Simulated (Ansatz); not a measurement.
`[OH][InH][Cl]` + H₂O → `[OH][InH][OH]` + HCl at 700 K and 1 bar (formal hydrolysis of the In–Cl bond).

Isolated molecules relaxed with PBE0-D4/def2-TZVP in Ansatz; ΔE leaves out vibrations. CBS: MP2 limit from def2 TZ/QZ plus the TZ coupled-cluster correction, frozen cores. This one scheme is used for every species. def2 core potentials past Kr. For In outer-core shells are correlated without core-valence functions, which leaves a few kJ/mol of doubt a bond. One conformer a species, not always the lowest.

```csv
species,CCSD(T)/CBS energy (Eh),H − E (kJ/mol),S (J/(mol·K))
`[OH][InH][Cl]`,-726.02900,102.6,384.1
H₂O,-76.37941,80.5,218.4
`[OH][InH][OH]`,-341.99218,139.3,389.5
HCl,-460.38127,38.4,211.8
```

H − E and S are ideal-gas, rigid-rotor, harmonic terms from PBE0-D4/def2-TZVP, for one conformer and one mirror image of each species. 1 Eh = 2625.50 kJ/mol, R = 8.31446 J/(mol·K).

Question: By hand: ΔE, ΔH, ΔS and ΔG.

Answer: ΔE = (-341.99218) + (-460.38127) − (-726.02900) − (-76.37941) = 0.03496 Eh = 91.8 kJ/mol. Δ(H − E) = 139.3 + 38.4 − 102.6 − 80.5 = -5.4, so ΔH = 86.4 kJ/mol. ΔS = 389.5 + 211.8 − 384.1 − 218.4 = -1.2 J/(mol·K). ΔG = 86.4 − 700 × (-1.2)/1000 = 87.2 kJ/mol.

Question: By hand: the equilibrium constant, and the temperature at which ΔG would vanish if ΔH and ΔS stayed fixed.

Answer: log₁₀ K = −ΔG/(RT ln 10) = -6.5. ΔH and −TΔS have one sign here, so there is no such temperature.

The number of gas molecules stays the same, so ΔS is small and ΔH decides. A doubt of 5 kJ/mol in ΔE shifts log₁₀ K by 0.4 here. Other conformers and mirror images would add mixing entropy, several J/(mol·K) or more a flexible species. These are equilibria of isolated gas molecules and say nothing of rates. Largest T1 diagnostic: 0.017 (customary marks: 0.02 for closed shells, 0.045 for open ones).

ΔS is within the doubt of such terms, so its sign, and with it that verdict, could turn.
